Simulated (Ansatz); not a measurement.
Coupled-cluster diagnostics for MoO₃, Ansatz.

Geometry of the singlet (r2SCAN-D4/def2-TZVP):

```xyz
4

Mo    0.270    0.521   -0.340
O     1.871    0.090   -0.569
O    -0.896    0.011    1.078
O    -1.245   -0.622   -0.169
```

In the def2 sets Mo takes a core potential; there is no spin–orbit coupling. Correlated methods freeze 3 core orbitals; core or outer-core shells of Mo are correlated, in sets that lack core-valence functions. In CCSD on the charge 1 doublet the largest single amplitude is 0.35, so its Hartree–Fock determinant may place the open shell otherwise than the density functionals do. The structure holds one bond between oxygen atoms, so isomers without such links may lie far lower. The geometry of the singlet was relaxed on an unsound state (restricted singlet, unstable towards broken spin symmetry). The structure comes from a short search, and lower isomers may exist.

Geometry of the charge 0 triplet (r2SCAN-D4/def2-TZVP):

```xyz
4

Mo   -0.333    0.350   -0.561
O     1.030    0.367   -1.546
O    -0.156    0.266    1.330
O    -0.541   -0.984    0.777
```

Geometry of the charge 0 quintet (r2SCAN-D4/def2-TZVP):

| atom | x (Å) | y (Å) | z (Å) |
| --- | --- | --- | --- |
| Mo1 | -0.3055 | -0.1652 | 0.6082 |
| O2 | 0.4856 | -0.2903 | 2.0883 |
| O3 | 0.0254 | -0.4117 | -1.4640 |
| O4 | -0.2055 | 0.8672 | -1.2326 |

Problem. Estimate the CCSD(T) correlation energy, the shares of MP2 and (T), T1 and the reference's ⟨S²⟩ for: charge 0, singlet, own geometry in def2-TZVPP; charge 0, triplet, own geometry in def2-TZVPP; charge 0, quintet, own geometry in def2-TZVPP; charge 1, doublet, vertical in def2-TZVPP; and the rough time on 4 threads of Intel Xeon Platinum 8375C on a shared host.

Solution. 
```json
{"state": "charge 0, singlet, own geometry", "basis": "def2-TZVPP", "correlation (eV)": "-34.313", "MP2 share (%)": "98.0", "(T) share (%)": "5.8", "T1": "0.039", "⟨S²⟩ (pure)": "0.00 (0.00)", "wall time": "23 s", "remarks": "restricted SCF unstable"}
{"state": "charge 0, triplet, own geometry", "basis": "def2-TZVPP", "correlation (eV)": "-34.087", "MP2 share (%)": "96.1", "(T) share (%)": "5.7", "T1": "0.055", "⟨S²⟩ (pure)": "2.50 (2.00)", "wall time": "78 s", "remarks": "large T1 (0.055), spin-contaminated (⟨S²⟩ 2.50)"}
{"state": "charge 0, quintet, own geometry", "basis": "def2-TZVPP", "correlation (eV)": "-32.240", "MP2 share (%)": "96.4", "(T) share (%)": "5.0", "T1": "0.035", "⟨S²⟩ (pure)": "6.26 (6.00)", "wall time": "70 s", "remarks": "spin-contaminated (⟨S²⟩ 6.26)"}
{"state": "charge 1, doublet, vertical", "basis": "def2-TZVPP", "correlation (eV)": "-33.358", "MP2 share (%)": "91.2", "(T) share (%)": "6.1", "T1": "0.085", "⟨S²⟩ (pure)": "2.23 (0.75)", "wall time": "74 s", "remarks": "flagged by the program, large T1 (0.085), spin-contaminated (⟨S²⟩ 2.23)"}
```
Customary marks for T1 are 0.02 (closed shells), 0.045 (open shells) and about 0.05 (3d metals). T1 exceeds 0.02 in 4 of 4 rows and 0.045 in 2; the higher it lies, the less the single-reference result can be trusted.
